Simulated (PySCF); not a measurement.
Input for PySCF: R-B3LYP/LANL2DZ on H3InO2 (SMILES [OH][InH][OH]), a point of a torsion scan.

```python
from pyscf import gto, scf, dft, mp
from pyscf.data.elements import chemcore

mol = gto.M(
    atom='''
    O    -1.73736023   -0.42091004    0.33858306
    In    0.02537137    0.33536918    0.09101755
    O     1.43786110   -0.95170913    0.40551177
    H    -2.15834854   -0.81606541   -0.42310719
    H     0.27941589    1.97030553   -0.20947598
    H     2.34652032   -0.66233742    0.34945175
    ''',
    basis='lanl2dz',
    ecp={'In': 'lanl2dz'},
    charge=0, spin=0, verbose=3, max_memory=1800)
mf = dft.RKS(mol, xc='b3lyp')
mf.conv_tol = 1e-8
mf.max_cycle = 100
mf.kernel()
if not mf.converged:
    mf = mf.newton().run(mf.mo_coeff, mf.mo_occ)
```

Output:

```
converged SCF energy = -154.164598026142
```

The run converged.

Cost: roughly 3 core-seconds.
